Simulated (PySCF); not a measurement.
Atoms are numbered as in `[CH3:1][C:2]([CH3:3])([CH3:4])[C@@H:5]1[CH2:6][C@@H:7]1[CH:8]1[CH2:9][CH2:10]1`. Hydrogens are named by the atom that carries them. Ha(C6) is cis to C2 on the ring; Ha(C9), Ha(C10) are cis to C7 on the ring; Hb(C6) is trans to C2 on the ring; Hb(C9), Hb(C10) are trans to C7 on the ring.

Geometry: PBE0-D3(BJ)/def2-SVP; GIAO absolute shieldings from PySCF 2.14.0 with density-fitted response routines, gas phase, non-relativistic, averaged over equivalent atoms.

At PBE0/pcSseg-1 (260 basis functions, 100 s wall time on 1 thread of an Arm Neoverse N1, shared host):
```json
{"atoms": "C1/C3/C4", "σ (ppm)": "153.3"}
{"atoms": "C5", "σ (ppm)": "153.4"}
{"atoms": "C2", "σ (ppm)": "153.7"}
{"atoms": "C7", "σ (ppm)": "164.1"}
{"atoms": "C8", "σ (ppm)": "174.5"}
{"atoms": "C9", "σ (ppm)": "174.7"}
{"atoms": "C10", "σ (ppm)": "175.2"}
{"atoms": "C6", "σ (ppm)": "179.2"}
{"atoms": "H(C7)", "σ (ppm)": "30.17"}
{"atoms": "H(C8)", "σ (ppm)": "30.28"}
{"atoms": "H(C1)/H(C3)/H(C4)", "σ (ppm)": "30.28"}
{"atoms": "Hb(C10)", "σ (ppm)": "30.58"}
{"atoms": "H(C5)", "σ (ppm)": "30.78"}
{"atoms": "Hb(C9)", "σ (ppm)": "30.95"}
{"atoms": "Hb(C6)", "σ (ppm)": "31.01"}
{"atoms": "Ha(C10)", "σ (ppm)": "31.07"}
{"atoms": "Ha(C9)", "σ (ppm)": "31.12"}
{"atoms": "Ha(C6)", "σ (ppm)": "31.29"}
```

Question: Predict the values at KT3/pcSseg-1 on the same geometry.

Answer: 
```
            atoms  σ at KT3/pcSseg-1  change
         C1/C3/C4              152.3    -1.0
               C5              151.7    -1.7
               C2              149.3    -4.4
               C7              160.7    -3.4
               C8              171.1    -3.4
               C9              172.5    -2.2
              C10              172.8    -2.4
               C6              176.8    -2.4
            H(C7)              30.09   -0.08
            H(C8)              30.23   -0.05
H(C1)/H(C3)/H(C4)              30.31   +0.03
          Hb(C10)              30.63   +0.05
            H(C5)              30.74   -0.04
           Hb(C9)              31.00   +0.05
           Hb(C6)              31.04   +0.03
          Ha(C10)              31.17   +0.10
           Ha(C9)              31.19   +0.07
           Ha(C6)              31.30   +0.01
```

The largest change is at C2 (quaternary sp3 carbon). Cost: 260 basis functions, 2.3 min wall time on 1 thread of an Arm Neoverse N1, shared host. The order of the carbon signals changes between the two levels.

The carbons averaged at δ 31.1 differ by 9 ppm in this conformer.
